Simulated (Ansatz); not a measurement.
Wavefunction ladder for ClH$_{6}$InO$_{2}$Si$_{2}$, SMILES `[SiH3][O][In]([Cl])[O][SiH3]`

Z-matrix (Å, degrees):
```
Si
O 1 1.637
H 1 1.485 2 108.3
H 1 1.490 2 111.2 3 119.9
H 1 1.489 2 111.0 3 -119.8
In 2 1.956 1 136.2 3 -175.0
O 6 1.950 2 116.8 1 -179.9
Cl 6 2.290 2 122.0 1 0.1
Si 7 1.638 6 134.9 2 0.2
H 9 1.489 7 111.1 6 -60.0
H 9 1.489 7 111.1 6 60.5
H 9 1.485 7 108.1 6 -179.8
```

Charge 0, multiplicity 1. Correlated methods include outer-core shells of In, which these sets cover unevenly. In takes the def2 core potential. The structure was optimised at the PBE0-D4/def2-TZVP level. It is one conformer, not always the lowest. Frozen core, restricted reference, Ansatz.

```
     basis      HF (Eh)  MP2 corr.
  def2-SVP  -1379.50242   -0.78230
def2-TZVPP  -1380.07944   -1.18591
def2-QZVPP  -1380.12096   -1.45248
```

**Question.** Estimate the CCSD correlation energy and the (T) correction in each basis where they were run (hartree).

**Answer.** 
| basis | CCSD corr. | (T) |
| --- | --- | --- |
| def2-SVP | -0.84048 | -0.02025 |
| def2-TZVPP | -1.23167 | -0.04455 |
